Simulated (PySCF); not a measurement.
Species: C₂H₁₃NSi₃.
InChI=1S/C2H13NSi3/c3-1-6-2(4)5/h2H,1,3,6H2,4-5H3

Level: PBE0/def2-SVPD in PySCF, non-relativistic, on one gas-phase PBE0-D3(BJ)/def2-SVP geometry that isn't relaxed in the solvent. The solvent is an IEF-PCM continuum (cavity from Bondi-type radii × 1.2), and excitations are vertical TDDFT with non-equilibrium linear response and a frozen core. Only the electrostatic response of the medium enters.

Gas-phase singlets (H = HOMO, L = LUMO):

| state | E (eV) | λ (nm) | f | leading configuration |
| --- | --- | --- | --- | --- |
| S1 | 5.470 | 227 | 0.012 | H→L 82% |
| S2 | 5.856 | 212 | 0.001 | H→L+1 82% |
| S3 | 6.069 | 204 | 0.025 | H→L+2 84% |
| S4 | 6.302 | 197 | 0.004 | H→L+3 86% |
| S5 | 6.465 | 192 | 0.010 | H→L+4 80% |

Question: Give the list for acetonitrile (ε = 35.69), n² = 1.81.

Answer: 
```
state  E (eV)  λ (nm)      f  leading configuration  change by rank (eV)
   S1   5.661     219  0.019                H→L 80%               +0.191
   S2   6.031     206  0.001              H→L+1 79%               +0.175
   S3   6.232     199  0.034              H→L+2 68%               +0.163
   S4   6.455     192  0.004              H→L+3 67%               +0.153
   S5   6.661     186  0.019              H→L+4 72%               +0.196
```

Question: The ground-state energy changes by -0.178 eV from gas to acetonitrile. By how much does the total energy of gas-phase S5 change?

Answer: E(S5) = E(S0) + excitation energy, so it changes by -0.178 + 0.196 = +0.018 eV: it isn't lowered at all, while the ground state is. This is the vertical state, with the slow part of the continuum still set for S0.

Question: How do the frontier levels move from gas to acetonitrile?

Answer: 
```
orbital  gas (eV)  solvent (eV)  change (eV)
 LUMO+2      0.50          0.70        +0.20
 LUMO+1      0.29          0.50        +0.21
   LUMO     -0.03          0.22        +0.25
   HOMO     -6.59         -6.56        +0.03
 HOMO-1     -8.69         -8.48        +0.21
 HOMO-2     -8.75         -8.55        +0.20
 HOMO-3     -9.28         -9.10        +0.18
```

The HOMO–LUMO gap goes from 6.56 to 6.77 eV.

The values belong to the conformer `[NH2:1][CH2:2][SiH2:3][CH:4]([SiH3:5])[SiH3:6]`: N1–C2–Si3–C4 -57°, C2–Si3–C4–Si5 -68°, H–N1–C2–Si3 -48°, H–N1–C2–Si3 73°.
